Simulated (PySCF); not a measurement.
BH2O3, SMILES [O-]B(O)O, charge -1. Geometry: PBE-D3(BJ)/def2-SVPD. Other conformers were not sampled.

The numbers are results of PBE-D3(BJ)/def2-SVPD (PySCF), not measurements.

Harmonic wavenumbers (cm⁻¹): 402, 442, 499, 520, 686, 772, 922, 1029, 1175, 1500, 3757, 3760. Rotational constants (GHz): 10.23, 9.756, 4.994; symmetry number 2.

Task: Work out the zero-point energy and the ideal-gas rigid-rotor harmonic-oscillator thermochemistry at 298.15 K and 1 atm.

Result: ZPE = ½ Σ hcν = ½ × 15463 cm⁻¹ = 22.11 kcal/mol. H − E(el) = 25.31 kcal/mol. Entropy in cal/(mol K): translation 38.24, rotation 22.60, vibration 3.87, total 64.71. G − E(el) = 6.01 kcal/mol. Cp = 15.92 cal/(mol K).
